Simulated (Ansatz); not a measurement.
Computed with Ansatz on PBE0-D4/def2-TZVP structures; ΔE is electronic, products minus reactants. CCSD(T)/CBS adds triple-zeta CCSD(T) − MP2 to the extrapolated MP2 energy (def2 sets, frozen cores). This one scheme is used for every species. Elements past krypton have def2 core potentials. For Ta outer-core shells are correlated without core-valence functions, which leaves a few kJ/mol of doubt a bond. One conformer a species, not always the lowest.

`[NH2][Ta]([F])(=[S])[Cl]` + NH₃ → `[NH2][Ta]([NH2])(=[S])[Cl]` + H–F  (ligand exchange at a Ta–F bond)

```tsv
species	CCSD(T)/CBS(def2) energy (Eh)
`[NH2][Ta]([F])(=[S])[Cl]`	-1070.37365
NH₃	-56.50880
`[NH2][Ta]([NH2])(=[S])[Cl]`	-1026.46020
H–F	-100.39570
```

Q: Work out ΔE.

A: ΔE = (-1026.46020) + (-100.39570) − (-1070.37365) − (-56.50880) = 0.02655 Eh = +0.72 eV.

Largest T1 diagnostic among the species: 0.020.

From BLYP to BHLYP (50 % exact exchange), in def2-TZVPP and without D4, ΔE moves by −0.08 eV. The D4 term adds −0.07 eV with B3LYP and −0.04 eV with PBE0; it sums over pairs of atoms, weighted by their polarisabilities, and B3LYP, whose exchange is more repulsive, gets the larger term. At CCSD(T), def2-SVP lies +0.11 eV from the extrapolated value and def2-TZVPP +0.02 eV.

B3LYP here is the variant with VWN-RPA as its local correlation; programs differ in this.
